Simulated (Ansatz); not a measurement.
Consider the hydrogenolysis of a C–Br bond: `ClC(Cl)Br` + H₂ → `ClCCl` + HBr.

Program: Ansatz. Geometries: PBE0-D4/def2-TZVP. ΔE: electronic, gas phase. CBS: MP2 limit from def2 TZ/QZ plus the TZ coupled-cluster correction, frozen cores. This one scheme is used for every species. Functionals use def2-TZVPP. B3LYP here is the variant with VWN-RPA as its local correlation; programs differ in this. HSE06 is defined as in plane-wave codes. For Br outer-core shells are correlated without core-valence functions, which leaves a few kJ/mol of doubt a bond. Scalar relativity is left out up to krypton.

| level | ΔE (kJ/mol) | difference from CCSD(T)/CBS |
| --- | --- | --- |
| LDA (SPW92) | -88.8 | 6.1 |
| PBE-D4 | -86.4 | 8.5 |
| revPBE-D4 | -81.0 | 13.9 |
| BLYP-D4 | -84.9 | 10.0 |
| r2SCAN-D4 | -93.3 | 1.6 |
| PBE0-D4 | -97.8 | -2.9 |
| B3LYP-D4 | -95.5 | -0.6 |
| r2SCANh-D4 | -96.7 | -1.8 |
| r2SCAN0-D4 | -101.5 | -6.6 |
| HSE06-D4 | -97.6 | -2.7 |
| BHLYP-D4 | -106.6 | -11.7 |
| CAM-B3LYP-D4 | -104.1 | -9.2 |
| ωB97X-V | -99.6 | -4.7 |
| ωB97M-V | -98.0 | -3.1 |
| B2PLYP | -100.7 | -5.8 |
| PBE-QIDH | -101.5 | -6.6 |
| PBE | -92.9 | 2.0 |
| revPBE | -95.6 | -0.7 |
| BLYP | -98.8 | -3.9 |
| r2SCAN | -94.6 | 0.3 |
| PBE0 | -103.3 | -8.4 |
| r2SCANh | -98.2 | -3.3 |
| r2SCAN0 | -103.2 | -8.3 |
| HSE06 | -102.9 | -8.0 |
| BHLYP | -116.7 | -21.8 |
| CAM-B3LYP | -109.9 | -15.0 |
| RPA@PBE/def2-TZVPP | -96.3 | -1.4 |
| HF/def2-SVP | -144.3 | -49.4 |
| MP2/def2-SVP | -102.5 | -7.6 |
| CCSD/def2-SVP | -117.7 | -22.8 |
| CCSD(T)/def2-SVP | -111.1 | -16.2 |
| HF/def2-TZVPP | -133.0 | -38.1 |
| MP2/def2-TZVPP | -88.6 | 6.3 |
| SCS-MP2/def2-TZVPP | -94.5 | 0.4 |
| HF/def2-QZVPP | -133.3 | -38.4 |
| MP2/def2-QZVPP | -86.4 | 8.5 |
| SCS-MP2/def2-QZVPP | -92.9 | 2.0 |
| HF/CBS(def2) | -133.4 | -38.5 |
| MP2/CBS(def2) | -84.5 | 10.4 |
| CCSD/CBS(def2) | -102.9 | -8.0 |
| CCSD(T)/CBS | -94.9 | 0 |

Largest T1 diagnostic among the species: 0.009.

Leaving LDA and LC-ωPBE aside and taking each functional with its dispersion term where it has one, the values spread over 25.6 kJ/mol, from BHLYP-D4 to revPBE-D4. LDA lies +4.0 kJ/mol from PBE without D4. At CCSD(T), def2-SVP lies −16.2 kJ/mol from the extrapolated value and def2-TZVPP −4.1 kJ/mol. In def2-TZVPP, CCSD(T) changes the Hartree–Fock value by +34.0 kJ/mol (the triples alone add +8.0 kJ/mol) and MP2 by +44.4 kJ/mol.
